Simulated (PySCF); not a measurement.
Electron correlation in Mn+ (manganese, charge +1)

[Ar] 3d5 4s1, high-spin 7S determinant. Computed with PySCF 2.14 in ANO-RCC-VTZP (6s5p3d2f1g, 59 functions), with the spin-free X2C one-electron Hamiltonian (Gaussian nucleus). Frozen: [Ne]; 14 electrons correlated.

MP2 pair energies summed by pair of shells (mhartree):

```
 pair   energy  share (%)
3p-3d  -180.18       42.0
3p-3p   -83.25       19.4
3d-3d   -73.20       17.1
3s-3p   -33.40        7.8
3s-3d   -28.52        6.7
3d-4s   -13.99        3.3
3p-4s   -11.12        2.6
3s-3s    -4.21        1.0
3s-4s    -0.83        0.2
```

Total MP2 correlation energy: -428.70 mhartree.

Same-spin part -168.67 and opposite-spin part -260.02 mhartree; SCS-MP2 scales them by 1/3 and 6/5 to -368.25 mhartree.
